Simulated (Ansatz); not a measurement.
```xyz
13

C    -1.4634    0.8604    0.1812
N    -0.1580    0.2665    0.0164
C     0.8868    1.2522   -0.1361
Al    0.1689   -1.4615   -0.0017
S     2.2078   -2.1769   -0.2597
Br   -1.5224   -2.9328    0.2458
H    -1.7321    1.4806   -0.6850
H    -2.2300    0.0915    0.2934
H    -1.4996    1.5049    1.0703
H     1.8634    0.7774   -0.2603
H     0.7130    1.8878   -1.0151
H     0.9476    1.9112    0.7408
H     1.8179   -3.4612   -0.1901
```

Total charge 0; spin multiplicity 1.

(1) List the r2SCAN/def2-TZVPP orbital energies in eV (Ansatz 0.2.0). (An estimate is asked.)

Answers

(1) Ansatz gave: Occupied: -13121.78, -2409.08, -1695.01, -1525.75, -1525.72, -1525.72, -1517.79, -385.25, -273.84, -273.75, -234.66, -213.53, -174.84, -174.72, -174.70, -157.61, -157.50, -157.43, -111.26, -71.54, -71.45, -71.36, -68.69, -68.66, -68.65, -68.55, -68.55, -23.62, -19.88, -18.79, -18.54, -16.04, -12.52, -11.64, -11.64, -10.56, -10.06, -9.94, -9.43, -8.66, -8.28, -7.91, -7.55, -6.93, -5.65. Lowest empty: -0.89, -0.67, -0.21, 1.13, 1.47, 1.71, 2.77, 3.01.
